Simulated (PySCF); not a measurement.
Stepwise substitution at one centre (B Br-NH2). Isolated molecules, 0 K electronic values unless said otherwise. Strings in code marks are SMILES.

The S1–T1 gap (TDA) from two functionals at the same geometries (B3LYP-D3(BJ)/def2-TZVP), both in PySCF: PBE-D3(BJ)/def2-TZVP and B3LYP-D3(BJ)/def2-TZVP. B3LYP has the VWN-RPA correlation part, as in Gaussian. Excitations are Tamm–Dancoff values on a coarser integration grid. The basis has no diffuse functions, so Rydberg states are missing or too high.

```tsv
species	PBE-D3(BJ)/def2-TZVP (eV)
0 of 3 Br replaced by NH2	0.16
1 of 3 Br replaced by NH2 (`NB(Br)Br`)	0.23
2 of 3 Br replaced by NH2 (`NB(N)Br`)	0.24
3 of 3 Br replaced by NH2 (`NB(N)N`)	0.19
```

### Question
What does B3LYP-D3(BJ)/def2-TZVP give for each?

### Answer

- 0 of 3 Br replaced by NH2: 0.16
- 1 of 3 Br replaced by NH2 (`NB(Br)Br`): 0.39
- 2 of 3 Br replaced by NH2 (`NB(N)Br`): 0.29
- 3 of 3 Br replaced by NH2 (`NB(N)N`): 0.27
Over these rows, drawn at random from the members with no instability flagged (it was tested for open shells, ions and some series alone), PBE minus B3LYP-D3(BJ): mean -0.07 eV, from -0.16 eV to +0.01 eV.
